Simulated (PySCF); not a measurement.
**How methods differ on the ionisation energy of Os⁺**

Os⁺ [Xe] 4f14 5d6 6s1 (6D) → Os²⁺ [Xe] 4f14 5d6 (5D), as a difference of total energies. Calculation: PySCF 2.14, in aug-cc-pVTZ-PP with ECP60MDF; a scalar-relativistic core potential. Correlated levels: valence: 5s2 5p6 frozen. The calculations carry no spin-orbit coupling.

| method | ionisation energy (eV) |
| --- | --- |
| UHF | 16.025 |
| MP2 (valence) | 16.880 |
| SCS-MP2 (valence) | 16.509 |
| CCSD (valence) | 16.812 |
| CCSD(T) (valence) | 16.846 |

Q: How much does correlation contribute at CCSD(T) (valence)?

A: 16.846 − (16.025) = 0.821 eV, measured against UHF.

The reference lies between the lowest fine-structure levels, while these numbers refer to the centres of the terms.

Errors of the correlated levels include the incompleteness of this basis and the frozen core.

For comparison: 17 ± 1 eV (semi-empirical (NIST evaluation); NIST Atomic Spectra Database, ionization energies).
